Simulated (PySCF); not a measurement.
Energy of W⁻ (tungsten, charge -1) between two integer charges

The 5d alpha orbital of [Xe] 4f14 5d5 6s2 is emptied in steps (occupation f), with all orbitals relaxed, ending at [Xe] 4f14 5d4 6s2. Computed with PySCF 2.14 in def2-TZVPPD with the def2 core potential (60 electrons) (6s5p3d2f1g, 59 functions), with scalar relativity through the core potential. The exact energy is a straight line in f; departures are measured from the line between the end points of the same method.

```tsv
f	UHF (eV)	LDA (eV)	PBE (eV)
1	0.000	0.000	0.000
0.9	0.168	-0.327	-0.315
0.7	0.381	-0.770	-0.741
0.5	0.441	-0.926	-0.889
0.3	0.359	-0.786	-0.752
0.1	0.149	-0.340	-0.324
0	0.000	0.000	0.000
```

```tsv
method	E(f=0) − E(f=1) (eV)	−ε at f=1 (eV)	−ε at f=0.5 (eV)
UHF	0.335	2.230	0.269
LDA	1.641	-1.974	1.596
PBE	1.435	-2.054	1.403
```

Orbital energy along the path (eV):

| f | UHF | LDA | PBE |
| --- | --- | --- | --- |
| 1 | -2.230 | 1.974 | 2.054 |
| 0.9 | -1.805 | 1.281 | 1.380 |
| 0.7 | -1.005 | -0.136 | 0.005 |
| 0.5 | -0.269 | -1.596 | -1.403 |
| 0.3 | 0.404 | -3.099 | -2.842 |
| 0.1 | 1.015 | -4.646 | -4.308 |
| 0 | 1.297 | -5.436 | -5.049 |

At f = 1 the orbital energy is positive for LDA, PBE: only the finite basis holds the electron.

Reference removal energy between the ground levels: 0.817 eV (measured; photodetachment measurements, as compiled on the Wikipedia data page of electron affinities). The calculation has no spin-orbit coupling. The determinant left behind need not be the lowest term of the ion. UHF lacks correlation.
